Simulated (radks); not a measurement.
The numbers below are computed, except where a source is named.
Q: F3+, 6 electrons, occupied as [He] 2s2 2p2. Level of theory: Dirac Kohn-Sham, PBE, spin-unpolarised, spherical densities, finite nucleus; open shells are shared between the two j in proportion to 2j + 1; Fermi nuclear charge, rms radius 2.8976 fm (a radial shooting solver on a logarithmic mesh with Libxc functionals). Some entries of the table are withheld. Estimate them.

| orbital | occ. | eigenvalue (eV) | r(max) (bohr) | <r> (bohr) |
|---|---|---|---|---|
| 1s1/2 | 2 | -741.3372 | (1) | 0.1760 |
| 2s1/2 | 2 | -91.2054 | 0.7171 | (2) |
| 2p1/2 | 0.666667 | -72.8255 | (3) | (4) |
| 2p3/2 | 1.33333 | -72.7245 | (5) | (6) |

A: 
(1) 1s1/2 r(max) (bohr): 0.1143
(2) 2s1/2 <r> (bohr): 0.8766
(3) 2p1/2 r(max) (bohr): 0.6237
(4) 2p1/2 <r> (bohr): 0.8276
(5) 2p3/2 r(max) (bohr): 0.6246
(6) 2p3/2 <r> (bohr): 0.8288
